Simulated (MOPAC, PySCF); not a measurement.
Bond stretch in Ga₂, triplet.

- UKS-r2SCAN = unrestricted r2SCAN/cc-pVDZ (PySCF)
- UHF/STO-3G = unrestricted Hartree-Fock/STO-3G (PySCF)
- PM6, unrestricted, heats of formation (MOPAC)
- UHF/6-31G* = unrestricted Hartree-Fock/6-31G*, spherical d run with PySCF 2.14.0
- UCCSD = CCSD on UHF/cc-pVDZ, 18 core orbitals frozen run with PySCF

Energies are in kJ/mol, each relative to the lowest point of its own curve near equilibrium.

```tsv
R / Å	UKS-r2SCAN	UHF/STO-3G	PM6	UHF/6-31G*	UCCSD
2.17	32.0	90.7	50.8	87.4	61.7
2.29	10.7	38.3	60.7	57.4	30.6
2.43	16.3	7.7	0.0	26.6	22.0
2.53	5.5	0.0	2.0	?	?
2.63	0.8	0.6	8.2	?	1.6
2.70	0.0	4.6	14.2	0.5	0.0
2.77	0.9	10.7	21.0	0.0	0.3
2.89	5.1	24.0	33.8	2.8	4.3
2.99	10.5	?	44.9	7.7	9.9
3.09	17.1	47.7	56.0	14.3	16.8
3.34	35.9	72.2	82.8	31.0	38.8
3.67	61.5	93.2	116.0	45.1	66.6
4.09	90.6	107.0	154.1	?	88.3
4.48	112.7	112.5	183.0	59.9	?
4.90	131.6	114.8	205.9	62.9	103.5
5.34	141.1	115.7	222.7	64.8	106.6
5.92	146.2	116.1	238.0	66.2	108.8
6.59	148.5	116.2	—	67.0	109.9
7.32	149.5	116.3	—	67.4	110.4
8.02	149.9	116.3	—	67.6	110.7
```

Q: Fill in the missing entries.

A: 
- 2.53, UHF/6-31G*: 11.3
- 2.53, UCCSD: 8.4
- 2.63, UHF/6-31G*: 3.1
- 2.99, UHF/STO-3G: 36.0
- 4.09, UHF/6-31G*: 55.0
- 4.48, UCCSD: 98.0

A dash means that the run gave no value there, or that the column was ended at a point which the program doubted or which failed a test of continuity chosen for this set; such a test can also cut sound points.

The unrestricted determinant behind UHF/STO-3G is spin-contaminated at 2.17 to 8.02 Å (<S²> up to 4.0, against 2.00 for a pure triplet). The unrestricted determinant behind UHF/6-31G* is spin-contaminated at 2.17 Å (<S²> up to 2.3, against 2.00 for a pure triplet). The unrestricted determinant behind UCCSD is spin-contaminated at 2.17 to 2.29 Å (<S²> up to 2.3, against 2.00 for a pure triplet).
